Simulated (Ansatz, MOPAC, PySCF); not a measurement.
Species: SiAsH₄ (charge -1, singlet). SMILES: [SiH3][AsH-]
Structure (B3LYP-D3(BJ)/def2-TZVP (Ansatz, a program for electronic structure) minimum search):
```
Si
H 1 1.5046
H 1 1.5128 2 102.58
H 1 1.5128 2 102.58 3 -103.55
As 1 2.3006 2 109.28 4 -128.22
H 5 1.5421 1 91.68 2 180.00
```
Charge -1, spin multiplicity 1.

Unscaled harmonic wavenumbers (cm⁻¹) in rising order, each level at the stationary point that it reaches from this structure (no distance between atoms moves by over 0.3 Å); the order of modes can differ between levels, and a negative number is imaginary. B3LYP-D3(BJ)/def2-TZVP (PySCF, at the structure above): 209, 377, 454, 563, 714, 929, 944, 998, 1997, 2033, 2056, 2089.

AM1 (MOPAC): 65, 332, 351, 415, 538, 679, 816, 825, 2169, 2217, 2227, 2252. Zero-point energy 18.4 against 19.1 kcal/mol; where all levels lie over 400 cm⁻¹, the wavenumbers are on average 0.917 times those of B3LYP-D3(BJ)/def2-TZVP.

PM7 (MOPAC): 144, 450, 537, 583, 694, 863, 868, 921, 2054, 2236, 2259, 2282. Zero-point energy 19.9 against 19.1 kcal/mol; where all levels lie over 400 cm⁻¹, the wavenumbers are on average 1.011 times those of B3LYP-D3(BJ)/def2-TZVP.

HF/3-21G (Ansatz): 207, 324, 482, 574, 790, 1011, 1016, 1067, 2039, 2082, 2118, 2152. Zero-point energy 19.8 against 19.1 kcal/mol; where all levels lie over 400 cm⁻¹, the wavenumbers are on average 1.052 times those of B3LYP-D3(BJ)/def2-TZVP.
